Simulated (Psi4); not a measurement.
trans-1,3-butadiene (C4H6), singlet, geometry from GFN2-xTB; CAM-B3LYP/6-311++G** (Psi4 1.11).

The Psi4 input:
```
memory 2 GB

molecule mol {
0 1
  C     0.600984    1.729885    0.006604
  C     0.601825    0.401396    0.004979
  C    -0.601825   -0.401396   -0.004979
  C    -0.600984   -1.729885   -0.006604
  H     1.512320    2.302754    0.014100
  H    -0.318292    2.292931    0.000444
  H     1.537142   -0.143656    0.011281
  H    -1.537142    0.143656   -0.011281
  H     0.318292   -2.292931   -0.000444
  H    -1.512320   -2.302754   -0.014100
}

set basis 6-311++g**
set reference rks
set s_tolerance 1e-3
set s_orthogonalization canonical

energy('cam-b3lyp')
print_variables()
```

### Question
Write the output that Psi4 gives for this input, abridged.

### Answer

```
   => Loading Basis Set <=

    Name: 6-311++G**
    Role: ORBITAL
    Keyword: BASIS

         ---------------------------------------------------------
                                   SCF
               by Justin Turney, Rob Parrish, Andy Simmonett
                          and Daniel G. A. Smith
                              RKS Reference
         ---------------------------------------------------------

  ==> Geometry <==

    Molecular point group: ci
    Full point group: Ci

    Geometry (in Angstrom), charge = 0, multiplicity = 1:

       Center              X                  Y                   Z               Mass
    ------------   -----------------  -----------------  -----------------  -----------------
         C            0.600984000000     1.729885000000     0.006604000000    12.000000000000
         C            0.601825000000     0.401396000000     0.004979000000    12.000000000000
         C           -0.601825000000    -0.401396000000    -0.004979000000    12.000000000000
         C           -0.600984000000    -1.729885000000    -0.006604000000    12.000000000000
         H            1.512320000000     2.302754000000     0.014100000000     1.007825032230
         H           -0.318292000000     2.292931000000     0.000444000000     1.007825032230
         H            1.537142000000    -0.143656000000     0.011281000000     1.007825032230
         H           -1.537142000000     0.143656000000    -0.011281000000     1.007825032230
         H            0.318292000000    -2.292931000000    -0.000444000000     1.007825032230
         H           -1.512320000000    -2.302754000000    -0.014100000000     1.007825032230

  Running in ci symmetry.

  Rotational constants: A =      1.42305  B =      0.15037  C =      0.13600 [cm^-1]
  Rotational constants: A =  42662.09706  B =   4507.95731  C =   4077.13993 [MHz]
  Nuclear repulsion =  104.503209073457953

  Charge       = 0
  Multiplicity = 1
  Electrons    = 30
  Nalpha       = 15
  Nbeta        = 15

  ==> Algorithm <==

  SCF Algorithm Type is DF.
  DIIS enabled.
  MOM disabled.
  Fractional occupation disabled.
  Guess Type is SAD.
  Energy threshold   = 1.00e-06
  Density threshold  = 1.00e-06
  Integral threshold = 1.00e-12

  ==> Primary Basis <==

  Basis Set: 6-311++G**
    Blend: 6-311++G**
    Number of shells: 70
    Number of basis functions: 130
    Number of Cartesian functions: 134
    Spherical Harmonics?: true
    Max angular momentum: 2

  ==> DFT Potential <==

[...]
   @DF-RKS iter   2:  -155.71082834225149   -9.61111e-02   7.29728e-03 DIIS/ADIIS
   @DF-RKS iter   3:  -155.93308830940458   -2.22260e-01   8.23027e-04 DIIS/ADIIS
   @DF-RKS iter   4:  -155.93495070472500   -1.86240e-03   4.75595e-04 DIIS/ADIIS
   @DF-RKS iter   5:  -155.93579366994595   -8.42965e-04   2.39649e-05 DIIS
   @DF-RKS iter   6:  -155.93579736728819   -3.69734e-06   4.21704e-06 DIIS
   @DF-RKS iter   7:  -155.93579756016737   -1.92879e-07   9.81551e-07 DIIS
  Energy and wave function converged.

  ==> Post-Iterations <==

   Electrons on quadrature grid:
      Ntotal   =   30.0000128519 ; deviation = 1.285e-05

    Orbital Energies [Eh]
    ---------------------

    Doubly Occupied:

[...]
    Virtual:

[...]
    Final Occupation by Irrep:
             Ag    Au
    DOCC [     8,    7 ]
    NA   [     8,    7 ]
    NB   [     8,    7 ]

  @DF-RKS Final Energy:  -155.93579756016737

   => Energetics <=

    Nuclear Repulsion Energy =            104.5032090734579526
    One-Electron Energy =                -414.8814627587228188
    Two-Electron Energy =                 171.6155755832992895
    DFT Exchange-Correlation Energy =     -17.1731194582017714
    Empirical Dispersion Energy =           0.0000000000000000
    VV10 Nonlocal Energy =                  0.0000000000000000
    Total Energy =                       -155.9357975601673729

Computation Completed

Properties will be evaluated at   0.000000,   0.000000,   0.000000 [a0]

Properties computed using the SCF density matrix

 Multipole Moments:

 ------------------------------------------------------------------------------------
     Multipole            Electronic (a.u.)      Nuclear  (a.u.)        Total (a.u.)
 ------------------------------------------------------------------------------------

 L = 1.  Multiply by 2.5417464519 to convert [e a0] to [Debye]
 Dipole X            :          0.0000000           -0.0000000           -0.0000000
 Dipole Y            :          0.0000000            0.0000000            0.0000000
 Dipole Z            :          0.0000000            0.0000000            0.0000000
 Magnitude           :                                                    0.0000000

 ------------------------------------------------------------------------------------

  Variable Map:
  ----------------------------------------------------------------------------
[...]
  Array Variable Map:
  ----------------------------------------------------------------------------
[...]
[...]
```
